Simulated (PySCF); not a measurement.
Two species compared at the same levels of theory.

First species: C2H13NSi3.
SMILES with atom numbers: `[SiH3:1][NH:2][CH2:3][CH:4]([SiH3:5])[SiH3:6]` (hydrogens: H7, H8, H9 on Si1; H10 on N2; H11, H12 on C3; H13 on C4; H14, H15, H16 on Si5; H17, H18, H19 on Si6)

Geometry (GFN2-xTB, Å), atoms numbered from 1 in this order:
```xyz
19
C2H13NSi3 angstrom
Si     2.951    0.101    0.236
N      1.397    0.671   -0.217
C      0.419   -0.132   -0.911
C     -1.004    0.298   -0.572
Si    -2.267   -0.843   -1.418
Si    -1.220    0.420    1.320
H      2.728   -1.104    1.035
H      3.531    1.202    1.001
H      3.843   -0.245   -0.886
H      1.292    1.650   -0.438
H      0.577   -1.169   -0.604
H      0.576   -0.091   -2.002
H     -1.149    1.306   -0.980
H     -3.618   -0.324   -1.203
H     -2.001   -0.886   -2.861
H     -2.159   -2.201   -0.880
H     -2.627    0.737    1.593
H     -0.398    1.485    1.896
H     -0.880   -0.866    1.928
```

Second species: C5H8S2Si.
Structure used (GFN2-xTB), in Å, numbered top down from 1:
```xyz
16
C5H8S2Si angstrom
C      2.701    1.476   -0.516
C      2.619    0.409    0.023
C      2.457   -0.893    0.608
S      1.542   -2.037   -0.518
Si    -0.291   -0.980   -0.791
S     -0.889   -0.216    1.132
C     -2.399    0.616    0.827
C     -3.068    0.699   -0.308
H      2.804    2.422   -0.957
H      1.900   -0.837    1.544
H      3.423   -1.370    0.775
H     -0.105    0.144   -1.696
H     -1.222   -1.991   -1.256
H     -2.750    1.083    1.734
H     -3.993    1.248   -0.352
H     -2.736    0.236   -1.220
```

Levels: B3LYP/def2-SVPD for dipole moment, HOMO energy, LUMO energy, HOMO–LUMO gap, static isotropic polarisability and electronic spatial extent ⟨r²⟩ about the centre of nuclear charge; TDDFT B3LYP/def2-SVPD for lowest singlet excitation; TDA B3LYP/def2-SVPD for lowest triplet excitation (Tamm–Dancoff); GFN2-xTB for rotational constant A and rotational constant C. Geometries: GFN2-xTB. Each species is one conformer at its optimised geometry, gas phase, non-relativistic unless stated; the electronic structure was computed with PySCF and density fitting.

The conformers computed, where there is a choice (atom-mapped SMILES and torsion angles):
- `[SiH3:1][NH:2][CH2:3][CH:4]([SiH3:5])[SiH3:6]`: Si1–N2–C3–C4 151°, N2–C3–C4–Si5 -177°
- `[CH:1]#[C:2][CH2:3][S:4][SiH2:5][S:6][CH:7]=[CH2:8]`: C2–C3–S4–Si5 -58°, C3–S4–Si5–S6 -43°, S4–Si5–S6–C7 -179°, Si5–S6–C7–C8 3°

Which has the higher HOMO energy?

The second: -6.47 eV against -6.73 eV, a difference of 0.26 eV.

Which of the two has the higher static isotropic polarisability, and by how much?

The second: 126.5 au against 115.2 au, a difference of 11.3 au.

Which has the higher dipole moment?

The first: 1.23 D against 1.16 D, a difference of 0.07 D.

Which of the two has the higher rotational constant A, and by how much?

The first: 2.873 GHz against 1.914 GHz, a difference of 0.959 GHz.

Which of the two has the higher HOMO–LUMO gap, and by how much?

The first: 6.60 eV against 5.75 eV, a difference of 0.85 eV.

Which has the higher rotational constant C?

The first: 0.710 GHz against 0.646 GHz, a difference of 0.064 GHz.

Which has the higher T1 energy?

The first: 5.38 eV against 3.95 eV, a difference of 1.43 eV.

Which has the higher S1 energy?

The first: 5.59 eV against 4.94 eV, a difference of 0.65 eV.

On the first: The principal polarisabilities are 97.0, 114.5 and 134.0 au; their mean is the isotropic value. The vertical singlet–triplet gap S1 − T1 is 0.21 eV (TDDFT singlet less Tamm–Dancoff triplet; S1: HOMO→LUMO, weight 0.94; T1: HOMO→LUMO, weight 0.88).

On the second: No computed singlet falls in the visible range (750 to 380 nm, 1.65 to 3.26 eV); S1 lies 1.68 eV above its blue end. The polarisability is 18.74 Å³ as a volume (1 au = 0.148185 Å³), or 1.51 au for each of the 84 electrons.
